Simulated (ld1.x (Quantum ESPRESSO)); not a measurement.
# Al (Z = 13): one change to an ultrasoft potential, before and after

```
Element                 : Al
Generator               : ld1.x (Quantum ESPRESSO) 7.5
Type                    : ultrasoft
Functional              : PBE
Relativity              : scalar-relativistic
Frozen core             : [Ne]
Valence charge          : 3
Reference configuration : 3s2 3p1
Partial waves           : 3s (bound): rcut 1.55, rcutus 2.15 bohr; 3s channel at 0.05 Ry: rcut 1.55, rcutus 2.15 bohr; 3p (bound): rcut 2.25, rcutus 2.65 bohr; 3p channel at 0.45 Ry: rcut 2.25, rcutus 2.65 bohr
Local potential         : all-electron potential smoothed inside 1.80 bohr (lloc = -1)
Core correction         : none
Augmentation charge     : PSQ, radius 1.25 bohr
```

Change: core correction a·sin(br)/r model core inside 1.82 bohr.

Cutoffs: the cutoffs (Ry, on a coarse ladder) from which the occupation-weighted sum of valence levels, in a spherical-Bessel basis at the reference potential, stays within 10 and 1 mRy of its value at 400 Ry; they do not see the model core or the augmentation charge, which bear on the density cutoff. Errors are all-electron minus pseudo energies relative to the spin-unpolarised reference configuration.

Problem. What does the change do?

Solution. Both files are so soft that the ladder of cutoffs tells neither apart; of the 7 tests that both files solve, the error grows in 0 and shrinks in 7 by more than 15 % and 0.3 meV (median size 6.2 → 1.1 meV); neither file shows a bound ghost. Exchange and correlation are not linear in the density, so unscreening with the valence charge alone errs where core and valence overlap; a model core restores that term. A model core, the more so a compact one, raises the density cutoff, which this test does not measure.

```csv
quantity,base,changed
"cutoff, loose",6 Ry,6 Ry
"cutoff, tight",8 Ry,8 Ry
bound ghosts,none,none
"error for 3s2 3p0, meV [ΔE 5.76 eV]",-2.6,-1.1
"error for 3s1 3p0, meV [ΔE 24.99 eV]",+6.5,-5.1
"error for 3s2 3p0.5, meV [ΔE 2.09 eV]",-1.9,-0.1
"error for 3s1 3p1, meV [ΔE 11.57 eV]",+6.2,+0.7
"error for 3s2 3p1.3, meV [ΔE -0.57 eV]",+0.7,0.0
"error for 3s0 3p3, meV [ΔE 10.45 eV]",+40,+25
"error for 3s1 3p2, meV [ΔE 5.14 eV]",+7.5,+4.6
s: phases at 2.90 bohr within 0.05 rad from the reference energy up to (Ry; the scan ends near 5),2.6,2.6
p: phases at 2.90 bohr within 0.05 rad from the reference energy up to (Ry; the scan ends near 5),2.8,2.8
lowest overlap eigenvalue by channel,"s 0.45, p 0.84","s 0.45, p 0.84"
```
